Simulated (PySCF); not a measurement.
NMR problem set

[PySCF 2.14.0 with density-fitted response routines: NMR shieldings at PBE0/pcSseg-1/GIAO; geometry: GFN2-xTB; in vacuum; a single conformation; averaged over atoms made equivalent by symmetry, fast rotation or ring inversion; non-relativistic]

δ = σ(ref) − σ, references computed at the same level: ¹H and ¹³C against TMS. Where no couplings were computed, multiplicities follow the n + 1 count of equivalent neighbours, and m marks all less simple cases (inequivalent or close neighbours, rings, F or P nearby). Shifts are as computed. Against solution values, carbons near 30 ppm lie about +3 ppm off and those near 130 ppm about +5 ppm. Of 1211 compounds with measured shifts, 218 miss one by over three times the rms of a fit or turn the order of signals round; such compounds aren't used in these exercises. OH and NH positions are gas-phase values without hydrogen bonding to other molecules.

Task: C7H8N2. ¹H NMR (400 MHz, computed): δ 5.88 (s, 1H), 2.58 (t, 2H), 1.63 (m, 2H), 1.20 (t, 3H). ¹³C{¹H} NMR (computed): δ 147.6, 123.1, 119.8, 118.2, 42.2, 29.0, 17.0. What is it?

Result: SMILES CCC/C(C#N)=C\C#N. Rings plus π bonds: 5 (no ring in the answer). 7 carbon signals for 7 carbons: no two carbons are equivalent. Carbon types of the structure: 3 × C, 1 × CH, 2 × CH2, 1 × CH3, which accounts for all hydrogens. δC 147.6: fully substituted alkene carbon; as expected for a trigonal carbon in a double bond. δC 123.1, 119.8: nitrile carbon; C≡N carbons fall here, among the sp2 signals but without a proton. δC 118.2: alkene CH; an sp2 carbon of a C=C bond. δH 1.20: hydrogen on a methyl carbon; far from electronegative atoms and π systems.

The data come from this structure; uniqueness wasn't tested.

Task: C7H8N2. ¹H NMR (300 MHz, computed): δ 7.65 (br s, 1H), 7.02 (m, 1H), 6.23 (m, 1H), 2.65 (q, 2H), 1.23 (t, 3H). ¹³C{¹H} NMR (computed): δ 143.5 (C), 128.8 (CH), 119.1 (C), 112.7 (CH), 104.2 (C), 26.4 (CH2), 20.4 (CH3). Give a structure.

Result: `CCc1ccc(C#N)[nH]1`. The formula gives 5 degrees of unsaturation (1 ring in the answer). 7 carbon signals for 7 carbons: no two carbons are equivalent. Carbon types of the structure: 3 × C, 2 × CH, 1 × CH2, 1 × CH3, leaving 1 H on heteroatoms. δC 143.5, 104.2: substituted aromatic carbon next to a ring nitrogen. δC 128.8, 112.7: aromatic CH. δC 119.1: nitrile carbon; typical of a nitrile. δC 20.4: methyl carbon; a saturated carbon with 1 carbon neighbour and no heteroatom attached.

The data come from this structure; uniqueness wasn't tested.
